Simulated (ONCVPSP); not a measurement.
Configuration tests for V (Z = 23) (ONCV)

```
Element                 : vanadium
Generator               : ONCVPSP 4.0.1
Type                    : optimised norm-conserving Vanderbilt (ONCV)
Functional              : PBE
Relativity              : scalar-relativistic
Frozen core             : [Ar]
Valence charge          : 5
Reference configuration : 3d3 4s1 (charge +1)
Partial waves           : 4s: rc 2.25 bohr, ncon 4, nbas 9, qcut 3.3 1/bohr, 1 projector; p scattering state at 0.13 Ha: rc 2.35 bohr, ncon 3, nbas 7, qcut 4.2 1/bohr, 2 projectors, debl 0.4 Ha; 3d: rc 2.30 bohr, ncon 4, nbas 9, qcut 7 1/bohr, 2 projectors, debl 1.4 Ha
Local potential         : polynomial inside 2.25 bohr (lpopt 4, dvloc0 0 Ha)
Core correction         : Teter function, fcfact 3.5, rcfact 1.65
```

In the p channel the program set the typed energies aside and used 0.050, 0.450 Ha.

Energies are relative to the spin-unpolarised reference configuration 3d3 4s1; without spin polarisation the order of configurations can differ from experiment.

```csv
valence configuration,charge,ΔE all-electron (eV),error AE − PS (meV)
3d3 4s2,0,-7.735,-62
3d2 4s0,+3,43.193,-159
3d2 4s2 4p1,0,-1.957,-79
```

(1) What are ΔE and the potential's error for 3d3 4s0?

Levels in the configuration 3d2 4s2 4p1:

```csv
level,all-electron (eV),pseudo (eV)
3d,-10.620,-10.462
4s,-6.560,-6.466
4p,-2.595,-2.494
```

Note: ghosts flagged at negative energy: p at -28.9 eV; no localised positive-energy state flagged. A true bound ghost makes a file unfit for plane-wave use.

Answers

(1) ΔE = 14.296 eV all-electron; the error (AE − PS) is -110 meV.
